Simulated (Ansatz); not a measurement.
Geometry optimisation, Ansatz 0.2.0, RKS PBE0-D4/def2-SVP.

Input:

```yaml
crystal:
  periodic: [false, false, false]
  atoms:
    - { symbol: Si, position_ang: [-0.486225, -1.211742, -0.00101] }
    - { symbol: "N", position_ang: [0.385433, 1.759704, 0.327679] }
    - { symbol: "N", position_ang: [-0.289996, -0.834609, -1.532671] }
    - { symbol: H, position_ang: [0.189022, 1.196041, -0.502568] }
    - { symbol: H, position_ang: [-1.785623, -1.018065, 0.663332] }
    - { symbol: Cl, position_ang: [0.821141, -2.04563, 1.351126] }
    - { symbol: H, position_ang: [1.07824, 1.278025, 0.897437] }
    - { symbol: H, position_ang: [-0.472652, 1.857554, 0.865711] }
    - { symbol: H, position_ang: [0.560559, -0.981378, -2.069037] }
basis:
  gaussian: { orbitals: def2-SVP }
hamiltonian:
  xc: pbe0
  dispersion: d4
relax:
  f_tol: 0.03
  max_steps: 50
```

Launched with:

```bash
$ ansatz run input.yaml --threads 2 --pin off --max-ram 3072MiB --backend cpu --events-out ev --progress --plain --runs-dir out
```

Where does it end, and by what steps?

It converged. The force dipped under the threshold on the way, but the program's further checks kept it going. After 31 steps the energy has fallen by 0.973 eV; N2 moved furthest, 0.71 Å. Joined: Si1–N2.

```tsv
step	energy less start (eV)	largest force component (eV/Å)	accepted
0	0.0000	0.192	yes
2	-0.0304	0.477	yes
4	-0.0739	0.598	yes
6	-0.1182	0.518	yes
8	-0.6717	1.610	yes
10	-0.9453	0.254	yes
12	-0.9599	0.054	yes
14	-0.9623	0.072	yes
16	-0.9626	0.401	no
18	-0.9652	0.180	no
20	-0.9682	0.068	yes
22	-0.9695	0.087	yes
24	-0.9704	0.023	yes
26	-0.9695	0.251	no
28	-0.9716	0.015	yes
30	-0.9723	0.031	yes
31	-0.9726	0.015	yes
```

```xyz
9
Properties=species:S:1:pos:R:3
Si -0.397 -0.788 -0.069
N 0.161 1.096 0.419
N -0.201 -0.989 -1.640
H -0.088 1.694 -0.372
H -1.774 -0.659 0.472
Cl 0.761 -1.610 1.498
H 1.177 1.124 0.532
H -0.262 1.470 1.272
H 0.623 -1.339 -2.111
```

The run took 44 s on 2 threads of Intel(R) Xeon(R) Platinum 8488C (Sapphire Rapids), with other jobs on the host, peak memory 0.2 GiB.
